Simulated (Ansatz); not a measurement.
Energy profile

The step: BNH₂F₂ ([NH2][B]([F])[F]) + H₂O → BHOF₂ ([OH][B]([F])[F]) + NH₃ (still joined by a long B–N bond); bonds formed: B1–O6, N2–H5; bonds broken: H5–O6; bonds weakened to dative contacts: B1–N2 (atoms numbered as in the saddle structure below).

```xyz
9
angstrom
B -0.4143 0.4212 -0.3313
N 1.0501 -0.0606 -0.1044
F -1.0242 -0.1826 -1.3926
F -0.6070 1.7537 -0.2180
H 0.2376 -0.5955 0.8645
O -0.8829 -0.3147 1.0139
H 1.7172 0.6525 0.1552
H 1.4339 -0.6500 -0.8293
H -1.5103 -1.0240 0.8420
```

Electronic energies by CCSD(T) at an estimated basis limit (MP2 extrapolated from triple and quadruple zeta, plus CCSD(T) − MP2 in triple zeta), on PBE0-D4/def2-TZVP structures; BNH$_{4}$OF$_{2}$, singlet; no counterpoise correction. Program: Ansatz 0.2.0. Basis: def2-TZVPP and def2-QZVPP. Cores are frozen in the correlated methods. Extrapolation: Hartree–Fock as exp(−7.88 √X), correlation as X^−2.97.

Give the profile in kJ/mol, counted from the separated reactants. (To be estimated.)

The calculation gives:
| point | kJ/mol |
| --- | --- |
| separated: BNH$_{2}$F$_{2}$ (linked as [NH2][B]([F])[F]; B1, N2, F3, F4, H7, H8; singlet) + H$_{2}$O (H5, O6, H9; singlet) | 0.0 |
| start structure | -13.1 |
| saddle | 57.4 |
| end structure | -74.1 |
| separated: BHOF$_{2}$ (linked as [OH][B]([F])[F]; B1, F3, F4, O6, H9; singlet) + NH$_{3}$ (N2, H5, H7, H8; singlet) | -14.8 |

No T1 diagnostic of these runs exceeds 0.012.

The step is the kind of ligand exchange by which a precursor binds to a hydroxyl group, or is hydrolysed, in atomic layer deposition of oxides.

For scale, one of the runs: CCSD(T)/def2-TZVPP, 211 basis functions, launched by `ansatz run in.yaml --threads 4 --pin off --events-out ev --progress --plain --max-ram 9574MiB`. Time: 2.2 min of wall clock on 4 CPU threads of an AMD EPYC; the host was shared. Peak host memory: 3.4 GiB.
